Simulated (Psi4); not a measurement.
Job for Psi4: SAPT0/aug-cc-pVDZ on CH4BrF (a complex), monomers drawn apart or pushed together.

```
memory 2025 MB

molecule dimer {
0 1
F    -0.03944370   -0.14847424    0.64158482
H    -0.06251873   -0.64868843    1.43193789
--
0 1
C    -0.26814134    0.99316332    4.18779287
Br   -0.18992852   -0.97052778    4.12200457
H    -1.20659440    1.25919376    4.66002208
H    -0.21837674    1.34634552    3.16423902
H     0.58254600    1.32671963    4.77049235
units angstrom
symmetry c1
no_reorient
no_com
}

set {
  basis aug-cc-pVDZ
  scf_type df
  freeze_core true
}

energy('sapt0')
```

Output:

```
[...]
==> Input File <==

--------------------------------------------------------------------------
memory 2025 MB

molecule dimer {
0 1
F    -0.03944370   -0.14847424    0.64158482
H    -0.06251873   -0.64868843    1.43193789
--
0 1
C    -0.26814134    0.99316332    4.18779287
Br   -0.18992852   -0.97052778    4.12200457
H    -1.20659440    1.25919376    4.66002208
H    -0.21837674    1.34634552    3.16423902
H     0.58254600    1.32671963    4.77049235
units angstrom
symmetry c1
no_reorient
no_com
}

set {
  basis aug-cc-pVDZ
  scf_type df
  freeze_core true
}

energy('sapt0')
--------------------------------------------------------------------------


   => Loading Basis Set <=

    Name: AUG-CC-PVDZ
    Role: ORBITAL
    Keyword: BASIS
    atoms 1      entry F          line   290 file aug-cc-pvdz.gbs
    atoms 2, 5-7 entry H          line    40 file aug-cc-pvdz.gbs
    atoms 3      entry C          line   182 file aug-cc-pvdz.gbs
    atoms 4      entry BR         line  3326 file aug-cc-pvdz.gbs

   => Loading Basis Set <=

    Name: AUG-CC-PVDZ
    Role: ORBITAL
    Keyword: BASIS
    atoms 1      entry F          line   290 file aug-cc-pvdz.gbs
    atoms 2, 5-7 entry H          line    40 file aug-cc-pvdz.gbs
    atoms 3      entry C          line   182 file aug-cc-pvdz.gbs
    atoms 4      entry BR         line  3326 file aug-cc-pvdz.gbs


  //>>>>>>>>>>>>>>>>>>>>>>>>>>>>>>>>>>>//
  //              Dimer HF             //
  //<<<<<<<<<<<<<<<<<<<<<<<<<<<<<<<<<<<//

   => Libint2 <=

    Primary   basis highest AM E, G, H:  7, 6, 3
    Auxiliary basis highest AM E, G, H:  7, 7, 4
    Onebody   basis highest AM E, G, H:  -, -, -
    Solid Harmonics ordering:            Gaussian


   => Loading Basis Set <=

    Name: AUG-CC-PVDZ
    Role: ORBITAL
    Keyword: BASIS
    atoms 1      entry F          line   290 file aug-cc-pvdz.gbs
    atoms 2, 5-7 entry H          line    40 file aug-cc-pvdz.gbs
    atoms 3      entry C          line   182 file aug-cc-pvdz.gbs
    atoms 4      entry BR         line  3326 file aug-cc-pvdz.gbs


         ---------------------------------------------------------
                                   SCF
               by Justin Turney, Rob Parrish, Andy Simmonett
                          and Daniel G. A. Smith
                              RHF Reference
                        1 Threads,   1931 MiB Core
         ---------------------------------------------------------

  ==> Geometry <==

    Molecular point group: c1
    Full point group: C1

    Geometry (in Angstrom), charge = 0, multiplicity = 1:

       Center              X                  Y                   Z               Mass
    ------------   -----------------  -----------------  -----------------  -----------------
         F           -0.039443700000    -0.148474240000     0.641584820000    18.998403162730
         H           -0.062518730000    -0.648688430000     1.431937890000     1.007825032230
         C           -0.268141340000     0.993163320000     4.187792870000    12.000000000000
         BR          -0.189928520000    -0.970527780000     4.122004570000    78.918337600000
         H           -1.206594400000     1.259193760000     4.660022080000     1.007825032230
         H           -0.218376740000     1.346345520000     3.164239020000     1.007825032230
         H            0.582546000000     1.326719630000     4.770492350000     1.007825032230

  Running in c1 symmetry.

  Rotational constants: A =      0.31590  B =      0.01014  C =      0.00984 [cm^-1]
  Rotational constants: A =   9470.51819  B =    304.03872  C =    295.14011 [MHz]
  Nuclear repulsion =  159.717143401421311

  Charge       = 0
  Multiplicity = 1
  Electrons    = 54
  Nalpha       = 27
  Nbeta        = 27

  ==> Algorithm <==

  SCF Algorithm Type is DF.
  DIIS enabled.
  MOM disabled.
  Fractional occupation disabled.
  Guess Type is SAD.
  Energy threshold   = 1.00e-08
  Density threshold  = 1.00e-08
  Integral threshold = 1.00e-12

  ==> Primary Basis <==

  Basis Set: AUG-CC-PVDZ
    Blend: AUG-CC-PVDZ
    Number of shells: 52
    Number of basis functions: 118
    Number of Cartesian functions: 125
    Spherical Harmonics?: true
    Max angular momentum: 2

   => Loading Basis Set <=

    Name: (AUG-CC-PVDZ AUX)
    Role: JKFIT
    Keyword: DF_BASIS_SCF
    atoms 1      entry F          line   328 file aug-cc-pvdz-jkfit.gbs
    atoms 2, 5-7 entry H          line    70 file aug-cc-pvdz-jkfit.gbs
    atoms 3      entry C          line   154 file aug-cc-pvdz-jkfit.gbs
    atoms 4      entry BR         line  1380 file aug-cc-pvdz-jkfit.gbs

  ==> Integral Setup <==

  DFHelper Memory: AOs need 0.055 GiB; user supplied 1.414 GiB.
  SCF_SUBTYPE=INCORE selected. In-core MEM_DF algorithm will be used.
  Using in-core AOs.

  ==> MemDFJK: Density-Fitted J/K Matrices <==

    J tasked:                   Yes
    K tasked:                   Yes
    wK tasked:                   No
    OpenMP threads:               1
    Algorithm:  
[...]


    Nuclear Repulsion Energy =             88.3394230421175450
    One-Electron Energy =               -3810.4120993121691754
    Two-Electron Energy =                1110.7413733054343083
    Total Energy =                      -2611.3313029646169525

Computation Completed


Properties will be evaluated at   0.000000,   0.000000,   0.000000 [a0]

Properties computed using the SCF density matrix


 Multipole Moments:

 ------------------------------------------------------------------------------------
     Multipole            Electronic (a.u.)      Nuclear  (a.u.)        Total (a.u.)
 ------------------------------------------------------------------------------------

 L = 1.  Multiply by 2.5417464519 to convert [e a0] to [Debye]
 Dipole X            :         17.1582684          -17.1941860           -0.0359176
 Dipole Y            :         46.4021258          -45.4993771            0.9027487
 Dipole Z            :       -343.8848762          343.9144146            0.0295384
 Magnitude           :                                                    0.9039457

 ------------------------------------------------------------------------------------

  Constructing Basis Sets for SAPT...

   => Loading Basis Set <=

    Name: (AUG-CC-PVDZ AUX)
    Role: RIFIT
    Keyword: DF_BASIS_SAPT
    atoms 1      entry F          line   250 file aug-cc-pvdz-ri.gbs
    atoms 2, 5-7 entry H          line    30 file aug-cc-pvdz-ri.gbs
    atoms 3      entry C          line   112 file aug-cc-pvdz-ri.gbs
    atoms 4      entry BR         line   970 file aug-cc-pvdz-ri.gbs

   => Loading Basis Set <=

    Name: (AUG-CC-PVDZ AUX)
    Role: JKFIT
    Keyword: DF_BASIS_ELST
    atoms 1      entry F          line   328 file aug-cc-pvdz-jkfit.gbs
    atoms 2, 5-7 entry H          line    70 file aug-cc-pvdz-jkfit.gbs
    atoms 3      entry C          line   154 file aug-cc-pvdz-jkfit.gbs
    atoms 4      entry BR         line  1380 file aug-cc-pvdz-jkfit.gbs


  //>>>>>>>>>>>>>>>>>>>>>>>>>>>>>>>>>>>//
  //               SAPT0               //
  //<<<<<<<<<<<<<<<<<<<<<<<<<<<<<<<<<<<//



        SAPT0
    Ed Hohenstein
     6 June 2009

      Orbital Information
  --------------------------
    NSO        =       118
    NMO        =       118
    NRI        =       366
    NRI (Elst) =       494
    NOCC A     =         5
    NOCC B     =        22
    FOCC A     =         1
    FOCC B     =        10
    NVIR A     =       113
    NVIR B     =        96

    Elst10,r            =    -0.005760660730 [Eh]
    Exch10              =     0.003404708776 [Eh]
    Exch10 (S^2)        =     0.003397064482 [Eh]

    Maxiter = 50
    CPHF R converge = 1.000000E-08

    Iter     Energy [mEh]          dE [mEh]         Residual      Time [s]
       1      -0.25112928       0.251129280     2.295583e-03             0
       2      -0.28619160       0.035062322     9.825950e-04             0
       3      -0.29170781       0.005516207     2.723655e-04             0
       4      -0.29002318      -0.001684629     6.898674e-05             0
       5      -0.28991616      -0.000107018     1.384632e-05             0
       6      -0.28999616       0.000079998     2.647024e-06             0
       7      -0.28998042      -0.000015735     4.868396e-07             0
       8      -0.28998198       0.000001550     9.966165e-08             0
       9      -0.28998193      -0.000000047     1.772290e-08             0
      10      -0.28998189      -0.000000035     3.105814e-09             0

    CHF Iterations converged

    Maxiter = 50
    CPHF R converge = 1.000000E-08

    Iter     Energy [mEh]          dE [mEh]         Residual      Time [s]
       1      -2.07307154       2.073071537     8.674192e-03             0
       2      -2.45354403       0.380472496     3.152607e-03             0
       3      -2.59263035       0.139086313     6.769839e-04             0
       4      -2.58020320      -0.012427149     2.522527e-04             0
       5      -2.57592180      -0.004281401     6.110975e-05             0
       6      -2.57713892       0.001217120     1.666629e-05             0
       7      -2.57705662      -0.000082294     5.481536e-06             0
       8      -2.57702891      -0.000027715     1.146888e-06             0
       9      -2.57703327       0.000004358     3.413421e-07             0
      10      -2.57703467       0.000001405     8.132724e-08             0
      11      -2.57703404      -0.000000628     1.556175e-08             0
      12      -2.57703412       0.000000075     3.413610e-09             0

    CHF Iterations converged

    Ind20,r (A<-B)      =    -0.000289981894 [Eh]
    Ind20,r (B<-A)      =    -0.002577034117 [Eh]
    Ind20,r             =    -0.002867016011 [Eh]
    Exch-Ind20,r (A<-B) =     0.000199756628 [Eh]
    Exch-Ind20,r (B<-A) =     0.001082458394 [Eh]
    Exch-Ind20,r        =     0.001282215021 [Eh]
    Disp20              =    -0.002119476379 [Eh]
    Disp20 (SS)         =    -0.001059738189 [Eh]
    Disp20 (OS)         =    -0.001059738189 [Eh]
    Exch-Disp20         =     0.000204568709 [Eh]
    Exch-Disp20 (SS)    =     0.000128413558 [Eh]
    Exch-Disp20 (OS)    =     0.000076155150 [Eh]

    SAPT Results
  --------------------------------------------------------------------------------------------------------
    Electrostatics                 -5.76066073 [mEh]      -3.61486918 [kcal/mol]     -15.12461266 [kJ/mol]
      Elst10,r                     -5.76066073 [mEh]      -3.61486918 [kcal/mol]     -15.12461266 [kJ/mol]

    Exchange                        3.40470878 [mEh]       2.13648701 [kcal/mol]       8.93906166 [kJ/mol]
      Exch10                        3.40470878 [mEh]       2.13648701 [kcal/mol]       8.93906166 [kJ/mol]
      Exch10(S^2)                   3.39706448 [mEh]       2.13169015 [kcal/mol]       8.91899157 [kJ/mol]

    Induction                      -2.17453533 [mEh]      -1.36454152 [kcal/mol]      -5.70924173 [kJ/mol]
      Ind20,r                      -2.86701601 [mEh]      -1.79907971 [kcal/mol]      -7.52734950 [kJ/mol]
      Exch-Ind20,r                  1.28221502 [mEh]       0.80460207 [kcal/mol]       3.36645508 [kJ/mol]
      delta HF,r (2)               -0.58973434 [mEh]      -0.37006389 [kcal/mol]      -1.54834730 [kJ/mol]

    Dispersion                     -1.91490767 [mEh]      -1.20162270 [kcal/mol]      -5.02758940 [kJ/mol]
      Disp20                       -2.11947638 [mEh]      -1.32999151 [kcal/mol]      -5.56468447 [kJ/mol]
      Exch-Disp20                   0.20456871 [mEh]       0.12836880 [kcal/mol]       0.53709507 [kJ/mol]
      Disp20 (SS)                  -1.05973819 [mEh]      -0.66499575 [kcal/mol]      -2.78234223 [kJ/mol]
      Disp20 (OS)                  -1.05973819 [mEh]      -0.66499575 [kcal/mol]      -2.78234223 [kJ/mol]
      Exch-Disp20 (SS)              0.12841356 [mEh]       0.08058072 [kcal/mol]       0.33714975 [kJ/mol]
      Exch-Disp20 (OS)              0.07615515 [mEh]       0.04778808 [kcal/mol]       0.19994532 [kJ/mol]

  Total HF                         -4.53048729 [mEh]      -2.84292369 [kcal/mol]     -11.89479273 [kJ/mol]
  Total SAPT0                      -6.44539496 [mEh]      -4.04454640 [kcal/mol]     -16.92238213 [kJ/mol]

  Special recipe for scaled SAPT0 (see Manual):
    Electrostatics sSAPT0          -5.76066073 [mEh]      -3.61486918 [kcal/mol]     -15.12461266 [kJ/mol]
    Exchange sSAPT0                 3.40470878 [mEh]       2.13648701 [kcal/mol]       8.93906166 [kJ/mol]
    Induction sSAPT0               -2.16585987 [mEh]      -1.35909759 [kcal/mol]      -5.68646431 [kJ/mol]
    Dispersion sSAPT0              -1.91352356 [mEh]      -1.20075416 [kcal/mol]      -5.02395541 [kJ/mol]
  Total sSAPT0                     -6.43533538 [mEh]      -4.03823392 [kcal/mol]     -16.89597072 [kJ/mol]
  --------------------------------------------------------------------------------------------------------



*** Psi4 exiting successfully. Buy a developer a beer!
```

The run finished.

Cost: very roughly 6 core-seconds.
